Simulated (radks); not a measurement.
Pt77+, configuration 1s1.

Calculated with a radial shooting solver on a logarithmic mesh with Libxc functionals: Dirac Kohn-Sham, BLYP, spin-unpolarised, spherical densities, finite nucleus; Fermi nuclear charge, rms radius 5.427 fm.

Energy parts (hartree):
part                      energy
total                 -3332.7919
kinetic                4045.3003
electron-nucleus      -7382.4788
Hartree                  28.0247
exchange-correlation    -23.6380

Orbitals (lengths in bohr, moments of r in powers of bohr; <r^-3> diverges for s and p1/2; r(max) is where P^2 peaks; r(90%) holds 90 % of the orbital's charge):
orbital,occ.,eigenvalue (hartree),<r^-3>,r(90%),<r^4>,r(max)
1s1/2,1,-3310.628,-,0.0310,4.303e-07,0.01055

The highest occupied level is 1s1/2 at -90087 eV. For comparison, the ionisation energy in NIST's Atomic Spectra Database is 90659.8 eV (theoretical). In exact Kohn-Sham theory the highest level is minus the ionisation energy, but local and semilocal functionals leave it too shallow, through self-interaction and a potential that decays too fast; potentials with the right tail come closer. The density falls to 0.001 e/bohr^3 at r = 0.12 bohr.

Beside tabulated values, note that spin-unpolarised runs miss the spin-polarisation part of the exchange energy of open shells.
